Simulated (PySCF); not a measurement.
# Sn²⁺: ionisation energy

Sn²⁺ [Kr] 4d10 5s2 (1S) → Sn³⁺ [Kr] 4d10 5s1 (2S), as a difference of total energies. Calculation: PySCF 2.14, in ANO-RCC-VTZP (7s6p4d2f1g, 68 functions); the spin-free X2C one-electron Hamiltonian (Gaussian nucleus). Correlated levels: valence and next inner shell: [Ar] 3d10 frozen. The calculations carry no spin-orbit coupling.

```json
{"method": "UHF", "ionisation energy (eV)": "28.535", "error (eV)": "-1.971"}
{"method": "MP2 (valence and next inner shell)", "ionisation energy (eV)": "30.496", "error (eV)": "-0.010"}
{"method": "SCS-MP2 (valence and next inner shell)", "ionisation energy (eV)": "30.391", "error (eV)": "-0.115"}
{"method": "CCSD (valence and next inner shell)", "ionisation energy (eV)": "30.217", "error (eV)": "-0.289"}
{"method": "CCSD(T) (valence and next inner shell)", "ionisation energy (eV)": "30.335", "error (eV)": "-0.171"}
```

Reference: 30.506 eV (measured; NIST Atomic Spectra Database, ionization energies).

Errors of the correlated levels include the incompleteness of this basis and the frozen core.
